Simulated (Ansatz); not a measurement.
Start from `CC(C)[O][InH][F]` and change one atom or group to get `CC(C)OBS`.

Ansatz, PBE0-D4/def2-TZVP geometries, multiplicity 1. Each molecule was computed in one conformer, which needn't be the lowest.

Elements past krypton have def2 core potentials.

```json
{"property": "size of the dipole moment (ωB97M-V/def2-TZVPP) / D", "`CC(C)[O][InH][F]`": "4.10"}
{"property": "size of the dipole moment (B3LYP/def2-TZVPP) / D", "`CC(C)[O][InH][F]`": "4.11"}
{"property": "HOMO energy (B3LYP/def2-TZVPP) / eV", "`CC(C)[O][InH][F]`": "-7.64"}
{"property": "LUMO energy (B3LYP/def2-TZVPP) / eV", "`CC(C)[O][InH][F]`": "-1.61"}
{"property": "HOMO energy (PBE/def2-TZVPP) / eV", "`CC(C)[O][InH][F]`": "-6.38"}
{"property": "HOMO energy (PBE0/def2-TZVPP) / eV", "`CC(C)[O][InH][F]`": "-7.87"}
```

**Question.** What does the change do to each property? (Best estimate.)

**Answer.** Computed: 
```json
{"property": "size of the dipole moment (ωB97M-V/def2-TZVPP) / D", "`CC(C)OBS`": "2.35", "shift": "-1.75"}
{"property": "size of the dipole moment (B3LYP/def2-TZVPP) / D", "`CC(C)OBS`": "2.32", "shift": "-1.79"}
{"property": "HOMO energy (B3LYP/def2-TZVPP) / eV", "`CC(C)OBS`": "-7.22", "shift": "0.42"}
{"property": "LUMO energy (B3LYP/def2-TZVPP) / eV", "`CC(C)OBS`": "-0.16", "shift": "1.45"}
{"property": "HOMO energy (PBE/def2-TZVPP) / eV", "`CC(C)OBS`": "-6.25", "shift": "0.13"}
{"property": "HOMO energy (PBE0/def2-TZVPP) / eV", "`CC(C)OBS`": "-7.47", "shift": "0.40"}
```

With PBE0 the HOMO rises by 0.40 eV and the LUMO rises by 1.37 eV, so the gap widens by about 0.97 eV. PBE moves the HOMO by 0.13 eV and ωB97M-V by 0.60 eV. Dipoles are sizes alone; their direction can turn.

B3LYP here is the variant with VWN-RPA as its local correlation; programs differ in this.
